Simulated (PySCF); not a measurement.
**[IH6]+: one-bond stretch**

Level of theory: PySCF, PBE0, basis I def2-TZVP with ECP28, H def2-TZVP (scalar-relativistic core potentials, no spin–orbit coupling, density fitting).

Rigid scan from the singlet minimum (I–H 1.706 Å (×6); H–I–H 90.0° (×12), H–I–H 180.0° (×3)). Coordinate: the bond from I to the last atom (H) scaled, the rest fixed. Energies in kJ/mol from the minimum.

| scale of one bond | E (kJ/mol) | dipole size (D, about the centre of mass) |
| --- | --- | --- |
| 0.92 | 15.1 | 0.14 |
| 0.96 | 3.4 | 0.07 |
| 1.00 | 0.0 | 0.00 |
| 1.05 | 4.2 | 0.10 |
| 1.12 | 20.5 | 0.24 |
| 1.20 | 47.6 | 0.39 |
| 1.35 | 107.7 | 0.60 |
| 1.55 | 185.4 | – |
| 1.80 | 262.3 | – |
| 2.20 | 336.0 | – |

At long bonds a restricted determinant can lie too high, and another spin state can fall below this curve.
